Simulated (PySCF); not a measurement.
# Electronic structure of Se²⁺ (selenium, charge +2) at the UHF level

Configuration: [Ar] 3d10 4s2 4p2, high-spin 3P determinant. Calculation: PySCF 2.14, in dyall-av2z; the non-relativistic Hamiltonian (point nucleus).

| Property | Result |
| --- | --- |
| Total energy | -2398.764815 hartree |
| One-electron energy | -3315.8054 hartree |
| Hartree (Coulomb) energy | 1002.0214 hartree |
| Exchange energy | -84.9808 hartree |
| Kinetic energy | 2398.83568 hartree |
| ⟨S²⟩ | 2.0081 |
| ⟨L²⟩ | 2.023 |
| Sum of ⟨r⟩ | 19.98 bohr |
| Sum of ⟨r²⟩ | 24.62 bohr² |
| Traceless quadrupole moment −½Σ⟨3z² − r²⟩ along its main axis | 1.87 e·bohr² |
| Density at the nucleus (Gaussians lack the cusp) | 26800 bohr⁻³ |
| Spin density at the nucleus | 0.0102 bohr⁻³ |
| Langevin diamagnetic susceptibility | -19.5 ×10⁻⁶ cm³/mol |

```
shell  electrons  mean orbital energy (eV)  spread (eV)  rms radius, mean of both spins (bohr)
 1s α          1                  -12563.9            0                                 0.0521
 1s β          1                  -12563.7            0                                 0.0521
 2s α          1                   -1673.7            0                                  0.216
 2s β          1                   -1673.6            0                                  0.216
 2p α          3                   -1499.6        0.092                                  0.191
 2p β          3                   -1499.4        0.240                                  0.191
 3s α          1                   -265.93            0                                  0.623
 3s β          1                   -265.45            0                                  0.623
 3p α          3                   -204.14        0.098                                  0.640
 3p β          3                   -203.49        0.742                                  0.640
 3d α          5                   -94.843        0.402                                  0.690
 3d β          5                   -94.513        0.717                                  0.690
 4s α          1                   -45.063            0                                   1.87
 4s β          1                   -39.105            0                                   1.87
 4p α          2                   -31.339            0                                   2.16
```

Spin-orbit constants ζ (cm⁻¹) from the X2C one-electron operator on these orbitals (non-relativistic here): bare nucleus, nucleus screened by l(l+1)(2l+1)/3 electrons, and screened by the Breit-Pauli mean field of the electrons.

```
shell    bare  screened nucleus  mean field
   2p  216000            203300      197200
   3p   30070             28300       27270
   3d    3899              2752        2567
   4p    2369              2230        2133
```

To first order the Landé constant is A = 1067 cm⁻¹, so the lowest level has J = 0 and lies 0.264 eV below the centre of the term. This holds in LS coupling only.
